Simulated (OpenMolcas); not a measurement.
Mn3+ (d4) among equal point charges was computed by CASSCF with the d shell active (OpenMolcas, ANO-RCC-VDZP on the metal). Its lowest spin-free states, and all those of the highest spin:

```tsv
2S+1	Degeneracy	E (cm-1)
5	1	0.0
5	1	2276
5	2	6522
5	1	7278
3	1	24630
3	2	24774
3	1	25112
3	1	26433
3	2	26714
3	1	26829
3	1	27269
3	2	28636
```

**Question.** Is the site octahedral, tetrahedral or cube-like, axial, or of lower symmetry?

**Answer.** The states with 2S+1 = 5 have orbital degeneracies 1, 1, 2, 1. There are pairs but no triples, so the site is axial: not cubic, but with a proper or improper axis of order three or more. The run had Mn3+ among 5 point charges of -1.5 e arranged as a square pyramid (C4v), 2.04 Å from the ion, with the axial distance 2.570 Å.

Without dynamic correlation the repulsion within the d shell is too large (B by tens of per cent), so at a given field states of lower spin stand too high. Point charges carry no covalency, so the field is a model and not that of real ligands. An unlabelled pair can be two single states that coincide in this model. No measured value stands beside these numbers.
